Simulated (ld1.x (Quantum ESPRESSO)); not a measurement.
Building the TM semilocal potential for beryllium (PBE, scalar-relativistic).

```
Element                 : Be (Z = 4)
Generator               : ld1.x (Quantum ESPRESSO) 7.5
Type                    : norm-conserving Troullier–Martins (semilocal form)
Functional              : PBE
Relativity              : scalar-relativistic
Frozen core             : [He]
Valence charge          : 2
Reference configuration : 2s2 2p0
Partial waves           : 2s (bound): rc 2.15 bohr; 2p (bound, empty): rc 4.20 bohr
Local potential         : the p channel
Core correction         : a·sin(br)/r model core inside 1.40 bohr
```

What the tests gave:

- Cutoffs needed: 8 Ry and 21 Ry (the cutoffs (Ry, on a coarse ladder) from which the occupation-weighted sum of valence levels, in a spherical-Bessel basis at the reference potential, stays within 10 and 1 mRy of its value at 400 Ry)
- Ghost test: no extra level below or beside the all-electron valence levels (s, p tested); the semilocal form is local in each channel, so this says nothing of the separable form that plane-wave codes build from it (spherical-Bessel basis up to 400 Ry, 20 bohr box)
- Largest excitation error: -226 meV (all-electron minus pseudo) for 2s0 2p1, out of 5 test configurations

Generation and tests took about 1.7 s on one core of a shared server CPU.
